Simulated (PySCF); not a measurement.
BH6N3, SMILES NB(N)N. Geometry optimised at B3LYP-D3(BJ)/def2-SVP. Other conformers were not sampled.

Computed equilibrium geometry at B3LYP-D3(BJ)/def2-SVP (PySCF confirms it by a frequency run) as bond lengths and angles, and its point group (one conformer of several):
point group Cs.
Atoms: B1 N2 H3 H4 N5 H6 H7 N8 H9 H10. Bonded distances (Å): B1–N2 1.432, B1–N5 1.436, B1–N8 1.432, N2–H3 1.011, N2–H4 1.011, N5–H6 1.012, N5–H7 1.012, N8–H9 1.011, N8–H10 1.011. Angles (°): N2–B1–N5 119.9, N2–B1–N8 120.1, N5–B1–N8 119.9, B1–N2–H3 122.3, B1–N2–H4 122.5, H3–N2–H4 112.8, B1–N5–H6 121.2, B1–N5–H7 121.2, H6–N5–H7 112.0, B1–N8–H9 122.3, B1–N8–H10 122.5, H9–N8–H10 112.8.
